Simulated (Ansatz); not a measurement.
Computed with Ansatz.

A structure relaxed at PBE0-D4/def2-TZVP, charge 0, multiplicity 1:

```xyz
11

C     0.968   -1.117    0.777
Si   -0.077    0.180   -0.065
N    -1.018    0.918    1.160
Al    0.186    1.011   -2.233
Se   -1.228   -0.775   -1.926
H     0.328   -1.831    1.305
H     1.642   -0.656    1.503
H     1.559   -1.670    0.047
H    -1.348    0.371    1.941
H    -1.653    1.668    0.945
H     0.640    1.901   -3.455
```

Q: Give its formula and SMILES.

A: CH6AlNSeSi, `C[Si]1(N)[AlH][Se]1`.

Q: Summarise the bond lengths by kind.

A: 1 × C–Si 1.866 Å; 3 × C–H 1.090 to 1.094 Å; 1 × N–Si 1.712 Å; 1 × Al–Si 2.336 Å; 1 × Se–Si 2.387 Å; 2 × H–N 1.007 to 1.009 Å; 1 × Al–Se 2.298 Å; 1 × Al–H 1.579 Å.
